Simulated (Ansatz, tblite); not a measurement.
Forces on B₈N⁺ at its PBE0-D4/def2-SVP geometry. The state is a singlet with charge 1.

The xTB rows come from tblite. The restricted singlet is unstable towards broken spin symmetry in Hartree–Fock (as tested in another run); at PBE-D4/def2-TZVP this wasn't settled. Another isomer (singlet) lies 2.76 eV lower at PBE0-D4/def2-TZVP; other spin states weren't run for this one.

GFN1-xTB (tblite), largest force 2.12 eV/Å:

```xyz
9
positions Å, forces eV/Å
N     0.684    0.902    1.997   -0.110    0.062    0.151
B    -1.309   -0.024    0.066    1.095    0.700    1.497
B    -1.706   -0.793   -1.657   -0.277   -0.278   -0.609
B     1.807    0.662    1.345    1.610   -0.504   -1.292
B    -2.688   -0.359   -0.573    0.984   -0.169   -0.479
B    -0.335    0.535    1.253   -1.966   -0.385   -0.696
B     2.381    0.082   -0.027   -1.591   -0.068   -0.016
B     1.365   -0.416   -1.075   -0.449    0.263    0.639
B    -0.200   -0.589   -1.328    0.705    0.378    0.806
```

GFN2-xTB (tblite), largest force 1.51 eV/Å:

```
N -0.261 -0.365 -0.812
B 0.345 0.379 0.829
B -0.076 0.435 1.005
B 1.034 -0.398 -0.991
B 1.208 -0.320 -0.844
B -1.097 -0.235 -0.436
B -1.331 0.061 0.248
B -0.432 0.257 0.631
B 0.610 0.186 0.372
```

PBE-D4/def2-TZVP (Ansatz), largest force 0.73 eV/Å:

```
N -0.109 0.212 0.492
B -0.038 0.144 0.329
B -0.116 0.032 0.082
B 0.493 -0.201 -0.499
B 0.192 -0.033 -0.093
B -0.364 -0.212 -0.450
B -0.328 0.043 0.124
B -0.333 0.010 0.051
B 0.602 0.006 -0.037
```
